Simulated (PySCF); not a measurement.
H3Al, charge -1, sextet, geometry from GFN2-xTB of the parent state (such geometries of metal compounds can be far from the true shape) (a state made from the parent by changing its charge; the spin is typed, not shown lowest) (a gas-phase anion, which may not be bound at this level).

PySCF was given this input:
```python
from pyscf import gto, scf, dft

mol = gto.M(
    atom='''
Al   -0.12972065   -0.01446946    0.05836432
H     1.19133358   -0.37622840    1.03675527
H     0.28965596    1.51791039   -0.49772732
H     0.20537886   -0.95357897   -1.29776411
''',
    basis='sto-3g',
    charge=-1,
    spin=5,
    verbose=4,
)

mf = dft.ROKS(mol)
mf.xc = 'camb3lyp'
mf.kernel()
```

Q: What does this run give for the total energy, <S^2>, Mulliken (on the basis functions themselves) charges in atom order?

A: 
| Item | Value |
|---|---|
| total energy | -240.093491 Ha |
| <S^2> | 8.750 |
| Mulliken (on the basis functions themselves) charges in atom order | Al1 -0.59, H2 -0.14, H3 -0.14, H4 -0.14 |

A gas-phase anion may not be bound at this level; its values then depend on the basis.

These values belong to the state on which the SCF converged, which isn't shown to be the lowest.
